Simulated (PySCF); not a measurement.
Does the structure fit the spectrum?

A compound C$_{7}$H$_{13}$N$_{3}$ gives the data below (simulated from a calculation) and was assigned the structure `Cc1nnn(C(C)C)c1C`.

¹³C{¹H} NMR (computed): δ 151.9 (C), 133.0 (C), 44.8 (CH2), 23.6 (CH2), 18.6 (CH3), 18.1 (CH3), 9.9 (CH3).

¹H NMR (300 MHz, computed): δ 4.37 (q, 2H), 2.85 (q, 2H), 2.39 (s, 3H), 1.37 (t, 3H), 1.17 (t, 3H).

Computed data (PySCF): GFN2-xTB structure, NMR shieldings at PBE0/pcSseg-1/GIAO. Equivalent nuclei averaged, non-relativistic Hamiltonian, one conformer, gas phase.

Scale: ¹H and ¹³C against TMS (reference shieldings calculated alike).

Question: Compare with the shifts computed for the proposed structure, pairing carbons in order of shift.

Answer: Mapped SMILES: `[CH3:1][c:2]1[n:3][n:4][n:5]([CH:6]([CH3:7])[CH3:8])[c:9]1[CH3:10]`; H(Xn) means a hydrogen on atom n.

| atom | computed for proposal | given list | difference |
| --- | --- | --- | --- |
| C2 | 143.0 | 151.9 | -8.9 |
| C9 | 132.7 | 133.0 | -0.3 |
| C6 | 50.9 | 44.8 | +6.1 |
| C7 | 26.1 | 23.6 | +2.5 |
| C8 | 26.1 | 18.6 | +7.5 |
| C1 | 12.9 | 18.1 | -5.2 |
| C10 | 9.7 | 9.9 | -0.2 |

The rms difference is 5.5 ppm and the largest -8.9 ppm at C2 (substituted aromatic carbon next to a ring nitrogen). The proposal also would give 6 carbon signals, not 7. The carbon types in order of shift don't match either: C, C, CH, CH3, CH3, CH3, CH3 for the proposal against C, C, CH2, CH2, CH3, CH3, CH3 in the data. The proposal doesn't fit.

Question: Which isomer fits?

Answer: `n1c(CC)c(C)n(CC)n1`.

1. Carbon types of the structure: 2 × C, 2 × CH2, 3 × CH3, which accounts for all hydrogens.
2. δC 151.9, 133.0: substituted aromatic carbon next to a ring nitrogen.
3. δC 44.8: sp3 CH2 bonded to N; pulled downfield by the heteroatom.
4. δC 23.6: sp3 CH2 on an aromatic ring; aliphatic region, no heteroatom directly attached.
5. δC 18.6, 18.1: methyl carbon; saturated and bonded to C and H only.

Other isomers checked: CCn1nncc1C(C)C (rms 6.4 ppm); CCCn1c(C)nnc1C (rms 8.4 ppm).

The shifts were computed for this structure.

Shifts are as computed. Against solution values, carbons near 30 ppm lie about +3 ppm off and those near 130 ppm about +5 ppm. Of 1211 compounds with measured shifts, 218 miss one by over three times the rms of a fit or turn the order of signals round; such compounds aren't used in these exercises. No couplings were computed; multiplicities are counted from neighbouring protons, with m where these are inequivalent, close in shift, in a saturated or five-membered ring or joined by F or P, and br s for small geminal =CH2 splittings.
